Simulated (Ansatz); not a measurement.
`[SiH3]C1C=C1` → `C1=CC1` + `[SiH2]` at 700 K and 1 bar (silylene formation by 1,1-elimination).

Computed with Ansatz on PBE0-D4/def2-TZVP structures; ΔE is electronic, products minus reactants. CCSD(T)/CBS is the MP2 limit (def2-TZVPP, def2-QZVPP) plus CCSD(T) − MP2 in def2-TZVPP, frozen cores. This one scheme is used for every species.

```csv
species,CCSD(T)/CBS energy (Eh),H − E (kJ/mol),S (J/(mol·K))
`[SiH3]C1C=C1`,-406.73557,254.5,411.9
`C1=CC1`,-116.45901,189.7,305.0
`[SiH2]`,-290.19011,56.3,240.4
```

H − E and S are ideal-gas, rigid-rotor, harmonic terms from PBE0-D4/def2-TZVP. 1 Eh = 2625.50 kJ/mol, R = 8.31446 J/(mol·K).

Problem. By hand: ΔE, ΔH, ΔS and ΔG.

Solution. ΔE = (-116.45901) + (-290.19011) − (-406.73557) = 0.08645 Eh = 227.0 kJ/mol. Δ(H − E) = 189.7 + 56.3 − 254.5 = -8.5, so ΔH = 218.5 kJ/mol. ΔS = 305.0 + 240.4 − 411.9 = 133.5 J/(mol·K). ΔG = 218.5 − 700 × (133.5)/1000 = 125.0 kJ/mol.

Problem. By hand: the equilibrium constant, and the temperature at which ΔG would vanish if ΔH and ΔS stayed fixed.

Solution. log₁₀ K = −ΔG/(RT ln 10) = -9.3. ΔG = 0 at ΔH/ΔS = 1637 K.

The number of gas molecules changes by +1, which sets the sign of ΔS. A doubt of 5 kJ/mol in ΔE shifts log₁₀ K by 0.4 here. These are equilibria of isolated gas molecules and say nothing of rates. Largest T1 diagnostic: 0.014 (customary marks: 0.02 for closed shells, 0.045 for open ones).
